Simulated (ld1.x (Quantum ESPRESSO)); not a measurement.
**Wu–Cohen TM semilocal dataset for Re, scalar-relativistic all-electron reference.**

* Element: Re (Z = 75)
* Generator: ld1.x (Quantum ESPRESSO) 7.5
* Type: norm-conserving Troullier–Martins (semilocal form)
* Functional: Wu–Cohen
* Relativity: scalar-relativistic
* Frozen core: [Kr] 4d10 4f14
* Valence charge: 15
* Reference configuration: 5s2 5p6 5d5 6s1.5 6p0 (charge +0.5)
* Partial waves: 5s (bound): rc 1.60 bohr; 5d (bound): rc 2.20 bohr; 5p (bound): rc 1.20 bohr
* Local potential: the p channel
* Core correction: a·sin(br)/r model core, default radius (core density twice the valence density)

Occupied shells without a wave of their own: 6s. They enter only through the test configuration that unscreens the potential, and ld1.x also counts them in the model core charge.

Poles of the logarithmic derivatives, all-electron (AE) and pseudo (PS). s: poles at -6.5, 2.9 (AE) and -6.5, 1.5 (PS) Ry. p: poles at -3.6, 4.9 (AE) and -3.6, 4.7 (PS) Ry. d: poles at 0.1 (AE) and 0.1 (PS) Ry. Test radius 2.40 bohr.

- Cutoffs needed: 110 Ry and 180 Ry (the cutoffs (Ry, on a coarse ladder) from which the occupation-weighted sum of valence levels, in a spherical-Bessel basis at the reference potential, stays within 10 and 1 mRy of its value at 400 Ry)
- Ghost test: no extra level below or beside the all-electron valence levels (s, d, p tested); the semilocal form is local in each channel, so this says nothing of the separable form that plane-wave codes build from it (spherical-Bessel basis up to 400 Ry, 20 bohr box)
- Largest excitation error: -5117 meV (all-electron minus pseudo) for 5s2 5p6 5d4 6s0 6p0, out of 7 test configurations

The potential misses its own reference levels by up to 1.7 eV, so it is not fit for use. ld1.x takes every shell without a wave as core, so the model core holds the 6s electrons as well and exchange and correlation see them twice. This cancels in the reference configuration, but the file is broken for other ones, and its errors say nothing about a proper core correction.
